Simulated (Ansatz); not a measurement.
A run for Ansatz (a program for electronic structure): U-CCSD(T)/def2-TZVPP on HOOs (SMILES [OH][Os]), 2S+1 = 6, a spin state set in the input, which need not be the lowest. Elements past Kr take the def2 small-core potentials; no spin–orbit coupling.

Ansatz 0.2 input:
```yaml
crystal:
  periodic: [false, false, false]
  atoms:
    - {symbol: Os, position_ang: [-1.01852819, -0.76609932, -0.89153127]}
    - {symbol: O, position_ang: [0.40174904, -0.04810325, 0.27903744]}
    - {symbol: H, position_ang: [0.58361043, 0.86157417, 0.54217420]}
basis:
  gaussian:
    orbitals: def2-TZVPP
magnetization: {spin_polarized: true, initial_magnetization: 5}
correlation: {method: ccsd_t, electrons: valence}
```

Question: What total energy does the run end on?

Answer: -166.0032 hartree (reference determinant -165.3305, T1 diagnostic 0.111).

Question: How many basis functions does it have, and what does it roughly cost on one machine?

Answer: 101 functions; around 110 core-seconds (rough).
